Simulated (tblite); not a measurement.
C₃H₁₂FPSi₃.
Numbering: `[F:1][SiH2:2][CH2:3][Si@H:4]([PH2:5])/[CH:6]=[CH:7]\[SiH3:8]` (hydrogens: H9, H10 on Si2; H11, H12 on C3; H13 on Si4; H14, H15 on P5; H16 on C6; H17 on C7; H18, H19, H20 on Si8)

Computed with GFN2-xTB (tblite), gas phase: L-BFGS steps from a force-field or distance-geometry start until the largest atomic force falls under 0.01 eV/Å.

Step 48: E = -680.0048 eV
```
atom  x, y, z in Å  |  force x, y, z in eV/Å
F1      3.8106    0.4349    1.6983   -0.020   0.009   0.002
Si2     2.2205    0.2592    1.4753   -0.007  -0.008  -0.015
C3      1.9657   -0.4732   -0.2481   -0.009  -0.008   0.008
Si4     0.1390   -0.7381   -0.7307    0.000   0.012   0.014
P5      0.1325   -1.8123   -2.7124    0.009  -0.003  -0.019
C6     -0.6587    0.9360   -1.0589    0.030   0.010   0.008
C7     -1.6385    1.5270   -0.3800   -0.008  -0.025  -0.013
Si8    -2.5327    0.8341    1.1242   -0.003   0.006   0.006
H9      1.6768    1.6039    1.6016    0.010  -0.023  -0.006
H10     1.8130   -0.6497    2.5380    0.006   0.019  -0.016
H11     2.4900   -1.4272   -0.3203    0.007   0.001   0.017
H12     2.4324    0.1772   -0.9900   -0.009  -0.004   0.011
H13    -0.5428   -1.5021    0.3300   -0.003   0.028  -0.012
H14     0.4470   -3.0437   -2.1641   -0.009  -0.007  -0.020
H15    -1.2253   -2.0836   -2.7005    0.016  -0.001   0.007
H16    -0.2415    1.4583   -1.9179   -0.002  -0.009  -0.018
H17    -1.9739    2.5018   -0.7247    0.002  -0.009   0.021
H18    -1.5683    0.5137    2.1798    0.008   0.001   0.008
H19    -3.4650    1.8600    1.5985   -0.014   0.011   0.008
H20    -3.2861   -0.3658    0.7480   -0.005   0.001   0.008
```

Step 49: E = -680.0050 eV
```
atom  x, y, z in Å  |  force x, y, z in eV/Å
F1      3.8095    0.4384    1.6963   -0.012   0.007   0.002
Si2     2.2198    0.2591    1.4743   -0.005  -0.001   0.000
C3      1.9646   -0.4764   -0.2468   -0.016  -0.006   0.016
Si4     0.1386   -0.7384   -0.7307   -0.028   0.024   0.011
P5      0.1368   -1.8105   -2.7137    0.003  -0.006  -0.016
C6     -0.6596    0.9367   -1.0586    0.022   0.005   0.010
C7     -1.6400    1.5274   -0.3797    0.003  -0.032  -0.012
Si8    -2.5323    0.8350    1.1264    0.003   0.014  -0.009
H9      1.6758    1.6033    1.5994    0.004  -0.017  -0.006
H10     1.8151   -0.6480    2.5392    0.003   0.015  -0.014
H11     2.4864   -1.4313   -0.3155    0.016  -0.015   0.012
H12     2.4332    0.1709   -0.9893    0.001   0.007  -0.003
H13    -0.5453   -1.5035    0.3286    0.002   0.033  -0.019
H14     0.4489   -3.0421   -2.1645   -0.009  -0.007  -0.023
H15    -1.2214   -2.0817   -2.7069    0.022   0.001   0.009
H16    -0.2444    1.4589   -1.9189    0.001  -0.015  -0.011
H17    -1.9761    2.5020   -0.7247    0.004  -0.015   0.021
H18    -1.5654    0.5160    2.1797    0.009   0.000   0.014
H19    -3.4650    1.8608    1.6002   -0.013   0.009   0.009
H20    -3.2846   -0.3657    0.7511   -0.008  -0.003   0.009
```

Step 50: E = -680.0053 eV
```
atom  x, y, z in Å  |  force x, y, z in eV/Å
F1      3.8081    0.4428    1.6940    0.000   0.005   0.001
Si2     2.2191    0.2590    1.4732   -0.001   0.007   0.015
C3      1.9630   -0.4803   -0.2449   -0.017  -0.005   0.017
Si4     0.1377   -0.7384   -0.7306   -0.044   0.027  -0.002
P5      0.1418   -1.8084   -2.7154   -0.002  -0.006  -0.008
C6     -0.6604    0.9376   -1.0582    0.008   0.000   0.008
C7     -1.6418    1.5273   -0.3797    0.012  -0.032  -0.006
Si8    -2.5317    0.8361    1.1288    0.006   0.017  -0.016
H9      1.6749    1.6025    1.5968   -0.006  -0.003  -0.006
H10     1.8180   -0.6457    2.5408   -0.002   0.006  -0.006
H11     2.4822   -1.4364   -0.3094    0.021  -0.027   0.006
H12     2.4339    0.1636   -0.9882    0.008   0.014  -0.015
H13    -0.5486   -1.5046    0.3265    0.003   0.034  -0.020
H14     0.4511   -3.0406   -2.1657   -0.008  -0.006  -0.025
H15    -1.2165   -2.0797   -2.7146    0.023   0.003   0.009
H16    -0.2479    1.4592   -1.9203    0.005  -0.017  -0.005
H17    -1.9786    2.5020   -0.7241    0.004  -0.020   0.017
H18    -1.5616    0.5186    2.1798    0.006   0.002   0.016
H19    -3.4652    1.8618    1.6023   -0.008   0.004   0.009
H20    -3.2827   -0.3657    0.7550   -0.010  -0.003   0.010
```

Task: Estimate the geometry and energy of step 51. (The exact step hangs on the optimiser's Hessian estimate; all steps are aligned on step 50, rigid shifts and turns removed.)

Result: E = -680.0056 eV, largest force 0.046 eV/Å
```
atom  x, y, z in Å  |  force x, y, z in eV/Å
F1      3.8066    0.4479    1.6916    0.013   0.002   0.000
Si2     2.2183    0.2590    1.4725    0.003   0.013   0.022
C3      1.9608   -0.4847   -0.2426   -0.010  -0.005   0.010
Si4     0.1358   -0.7380   -0.7306   -0.038   0.018  -0.019
P5      0.1472   -1.8063   -2.7173   -0.002  -0.001   0.000
C6     -0.6610    0.9384   -1.0579   -0.005  -0.003   0.000
C7     -1.6435    1.5268   -0.3797    0.016  -0.022   0.004
Si8    -2.5308    0.8376    1.1312    0.007   0.012  -0.013
H9      1.6742    1.6018    1.5939   -0.017   0.013  -0.005
H10     1.8213   -0.6431    2.5428   -0.009  -0.004   0.005
H11     2.4780   -1.4422   -0.3025    0.017  -0.027  -0.001
H12     2.4344    0.1558   -0.9871    0.011   0.012  -0.017
H13    -0.5526   -1.5049    0.3239   -0.002   0.029  -0.014
H14     0.4533   -3.0393   -2.1678   -0.007  -0.005  -0.024
H15    -1.2109   -2.0776   -2.7231    0.019   0.004   0.010
H16    -0.2518    1.4592   -1.9220    0.012  -0.017  -0.001
H17    -1.9810    2.5017   -0.7231    0.004  -0.021   0.010
H18    -1.5573    0.5213    2.1799   -0.001   0.005   0.013
H19    -3.4655    1.8629    1.6046    0.000  -0.002   0.007
H20    -3.2808   -0.3657    0.7594   -0.010   0.000   0.012
```

The energy changes by -0.0003 eV. The first-order estimate −F·Δx gives -0.0004 eV and the mean of the old and new forces, exact on a quadratic surface, -0.0003 eV. The step makes an angle of 81° with the force vector and moves no atom by more than 0.010 Å.

What follows is the cost of the whole relaxation. On an Arm Neoverse N1 with one thread, no GPU (shared host), this took 2.8 s wall.
